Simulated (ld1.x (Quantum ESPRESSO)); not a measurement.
Results of a calculation; reference values are marked as such.
Potentials for Ta (Z = 73) compared

Generated with ld1.x 7.5 (TM, RRKJ, ultrasoft, PAW), atompaw 4.2 or ONCVPSP 4.0.1. The cutoff is in Ry: for ld1.x and atompaw files where the sum of valence levels is converged to 10 mRy in a Bessel basis, for ONCV files where the hardest occupied wave has 1 mHa per electron of residual kinetic energy. The error is the largest all-electron minus pseudo excitation energy over each file’s own four to seven test configurations (ionisations up to +4, promotions, holes and added fractions of an electron), all of which were solved. The labels leave out finer settings (local radius, basis sizes, second energies), which also bear on the numbers. Spin-polarised tests are not counted. The rows are a selection from randomly drawn settings: files with unsolved tests, undetermined cutoffs or missed reference levels are left out.

```csv
potential,cutoff (Ry),largest error (meV),bound ghosts
"RRKJ, LDA (PZ), scalar-relativistic, rc 2.15/2.10/1.50 (spd), local s, core correction yes, reference 5p6 5d3 6s1 6p0",55,-672,none
"TM semilocal, LDA (PZ), scalar-relativistic, rc 1.15/1.65/1.55 (spd), local p, core correction yes, reference 5s2 5p6 5d3 6s0 6p0",100,+258,none
"TM, PBE, scalar-relativistic, rc 2.70/2.80/2.65 (spd), local s, core correction yes, reference 5d3 6s2 6p0",25,-224,none
"TM, PBEsol, scalar-relativistic, rc 2.15/3.25/2.40 (spd), local s, core correction yes, reference 5d3 6s2 6p0",25,-248,none
```

**Question.** Fill in the row for Ta: RRKJ, PBE, scalar-relativistic, rc 2.05/2.20/1.90 (spd), local s, core correction yes, reference 5p6 5d3 6s2 6p0.

**Answer.** cutoff 25 Ry, largest error -822 meV, bound ghosts: none.
